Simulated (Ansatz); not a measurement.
Input for Ansatz (development build ahead of 0.2.0):

```yaml
crystal:
  periodic: [false, false, false]
  atoms:
    - { symbol: "N", position_ang: [0.55, 0.0, 3.8] }
    - { symbol: "N", position_ang: [-0.55, 0.0, 3.8] }
    - { symbol: Li, position_ang: [1.34, 0.0, 0.0] }
    - { symbol: Li, position_ang: [-1.34, 0.0, 0.0] }
basis:
  gaussian: { orbitals: cc-pVDZ }
hamiltonian:
  xc: hf
```

The input is written out in the form of the current development build from the run's settings.

Results

| Quantity | Value |
| --- | --- |
| Converged | yes |
| Total energy | -123.82101 hartree |
| Spin squared of the determinant | 0.000 |
